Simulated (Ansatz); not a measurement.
The cluster Li6H5⁺. Charge 1, multiplicity 1. Geometry r2SCAN-D4/def2-TZVP.

Cartesian coordinates in Å:
```
Li -1.483 -0.889 0.808
Li 1.716 1.037 -0.980
Li -0.182 -0.866 -2.063
Li 0.154 0.769 1.748
Li 0.972 -1.425 0.833
Li -1.112 1.671 -1.002
H -1.306 0.980 0.555
H 1.591 0.350 0.586
H -0.219 -0.927 2.029
H -0.340 -1.607 -0.524
H 0.210 0.907 -1.989
```

Another isomer (singlet) lies 0.06 eV lower at PBE0-D4/def2-TZVP; other spin states weren't run for this one.

Task: Estimate the orbital energies around the gap (eV) in Ansatz with LDA (SPW92)/def2-TZVP, PBE-D4/def2-TZVP, r2SCAN-D4/def2-TZVP, PBE0-D4/def2-TZVP, ωB97M-V/def2-TZVP.

Result: 
```
orbital  LDA (SPW92)/def2-TZVP  PBE-D4/def2-TZVP  r2SCAN-D4/def2-TZVP  PBE0-D4/def2-TZVP  ωB97M-V/def2-TZVP
 HOMO−9                 -53.72            -54.47               -56.04             -58.57             -61.43
 HOMO−8                 -53.71            -54.46               -56.03             -58.56             -61.42
 HOMO−7                 -52.50            -53.26               -54.80             -57.34             -60.23
 HOMO−6                 -52.47            -53.23               -54.77             -57.30             -60.19
 HOMO−5                 -52.46            -53.22               -54.77             -57.30             -60.19
 HOMO−4                 -11.66            -11.53               -11.79             -12.94             -15.48
 HOMO−3                 -10.57            -10.49               -10.72             -11.76             -14.05
 HOMO−2                  -9.79             -9.71                -9.93             -10.90             -13.11
 HOMO−1                  -9.79             -9.71                -9.92             -10.90             -13.10
   HOMO                  -9.08             -8.98                -9.16             -10.14             -12.31
   LUMO                  -5.20             -5.03                -4.43              -4.41              -3.33
 LUMO+1                  -5.20             -5.02                -4.42              -4.40              -3.32
 LUMO+2                  -4.65             -4.62                -3.79              -4.07              -3.31
 LUMO+3                  -3.70             -3.69                -2.75              -3.12              -2.40
 LUMO+4                  -3.69             -3.69                -2.75              -3.12              -2.39
 LUMO+5                  -3.47             -3.45                -2.54              -2.90              -2.21
```
